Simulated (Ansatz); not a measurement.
A first, cheap relaxation of `F[SiH](F)[SiH2]` radical.

```yaml
crystal:
  periodic: [false, false, false]
  atoms:
    - {symbol: F, position_ang: [-0.401300, -1.573900, 1.208100]}
    - {symbol: Si, position_ang: [0.578400, -0.651700, 0.339200]}
    - {symbol: F, position_ang: [1.258400, -1.595300, -0.757400]}
    - {symbol: Si, position_ang: [-0.418000, 1.099200, -0.712600]}
    - {symbol: H, position_ang: [1.632600, -0.129300, 1.236600]}
    - {symbol: H, position_ang: [-1.014100, 2.126800, 0.241600]}
    - {symbol: H, position_ang: [-1.574800, 0.656200, -1.601200]}
basis:
  gaussian: {orbitals: def2-SVP}
magnetization: {spin_polarized: true, initial_magnetization: 1}
hamiltonian: {xc: pbe, dispersion: d4}
relax: {f_tol: 0.03, max_steps: 200}
```

```sh
$ ansatz run in.yaml --threads 4 --pin off --events-out ev --progress --plain
```

Shortened log:

```
Functional definition: PBE
  name "PBE"
  cite "Perdew, Burke & Ernzerhof, Phys. Rev. Lett. 77, 3865 (1996) doi:10.1103/PhysRevLett.77.3865"
  parent pbe
  parameter kappa = 0.804
  parameter beta = 0.06672455060314922
  exchange = pbe_x(kappa = kappa, mu = beta*pi^2/3)
  correlation = pbe_c(beta = beta)
mean field -21216.60955285 eV, -779.6960199328 hartree, gradient 3.1e-5 eV, S^2 0.753080; 0 other end points of the search recorded, 0 dependent functions left out
the calculation of the forces begins
relax step   1: F+E_penalty+E_count = -21216.75562540 eV  Δ(F+E_penalty+E_count) = +0.000e0 eV  max|allowed force component| = 1.124e0 eV/Å  Δτ_max = 0.0000 Å  (27 SCF iters, accepted)
these checks for a lower state are left out or cut short: starts, cluster_reference, orbital_swaps, neighbouring_geometries, increment
mean field -21216.69334263 eV, -779.6990991505 hartree, gradient 1.2e-5 eV, S^2 0.753390; 0 other end points of the search recorded, 0 dependent functions left out
the calculation of the forces begins
relax step   2: F+E_penalty+E_count = -21216.83893724 eV  Δ(F+E_penalty+E_count) = -8.331e-2 eV  max|allowed force component| = 6.199e-1 eV/Å  Δτ_max = 0.1481 Å  (29 SCF iters, accepted)
these checks for a lower state are left out or cut short: starts, cluster_reference, orbital_swaps, neighbouring_geometries, increment
mean field -21216.72191597 eV, -779.7001492013 hartree, gradient 1.2e-5 eV, S^2 0.753289; 0 other end points of the search recorded, 0 dependent functions left out
the calculation of the forces begins
relax step   3: F+E_penalty+E_count = -21216.86653544 eV  Δ(F+E_penalty+E_count) = -2.760e-2 eV  max|allowed force component| = 1.211e-1 eV/Å  Δτ_max = 0.0701 Å  (30 SCF iters, accepted)
these checks for a lower state are left out or cut short: starts, cluster_reference, orbital_swaps, neighbouring_geometries, increment
mean field -21216.72406415 eV, -779.7002281455 hartree, gradient 1.3e-5 eV, S^2 0.753279; 0 other end points of the search recorded, 0 dependent functions left out
the calculation of the forces begins
relax step   4: F+E_penalty+E_count = -21216.86896634 eV  Δ(F+E_penalty+E_count) = -2.431e-3 eV  max|allowed force component| = 2.300e-2 eV/Å  Δτ_max = 0.0268 Å  (30 SCF iters, accepted)
mean field -21216.72406415 eV, -779.7002281455 hartree, gradient 1.3e-5 eV, S^2 0.753279; 1 other end points of the search recorded, 0 dependent functions left out
the calculation of the forces begins
Total energy: -21216.86899871 eV, -779.7055543923 hartree
Atom 0 at    -0.406074    -1.585851     1.230448 Å, force     0.007365     0.004958    -0.003269 eV/Å
Atom 1 at     0.610673    -0.641093     0.364757 Å, force    -0.007524     0.022996     0.000563 eV/Å
Atom 2 at     1.269952    -1.601305    -0.780387 Å, force     0.001717    -0.002452    -0.003945 eV/Å
Atom 3 at    -0.511908     1.101578    -0.711611 Å, force    -0.010074    -0.014388     0.022113 eV/Å
Atom 4 at     1.698541    -0.178011     1.287052 Å, force    -0.008670    -0.011847    -0.007864 eV/Å
Atom 5 at    -1.008443     2.165071     0.232404 Å, force     0.000755    -0.002541    -0.017715 eV/Å
Atom 6 at    -1.591542     0.671609    -1.668363 Å, force     0.016432     0.003274     0.010117 eV/Å
Dipole moment:     0.004378     0.334031     0.005606 e Å
```

Run time 7.5 s (4 threads of a server CPU on a shared host); peak host memory 0.16 GiB.
